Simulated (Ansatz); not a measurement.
Energy landscape of H₂B (anion, charge -1), singlet: symmetric bend, bond length relaxed. Scanned: H-B-H angle. Other coordinates (B-H bond length) were minimised at PBE0/def2-TZVP.

Calculation: full CI/aug-cc-pVDZ, frozen core run with Ansatz (an electronic-structure program).

Scanned values (°): 180, 167.76, 161.71, 150.53, 139.12, 129.31, 121.07, 109.08, 100.87, 90.51, 79.41, 70.55, 60.

Q: Describe the profile: where are the wells and the tops?

A: Lower than their neighbours: 100.87° (0.0 kJ/mol). Higher than their neighbours: 180° (80.2 kJ/mol, end of the scan), 60° (100.2 kJ/mol, end of the scan). The whole profile spans 100.2 kJ/mol.
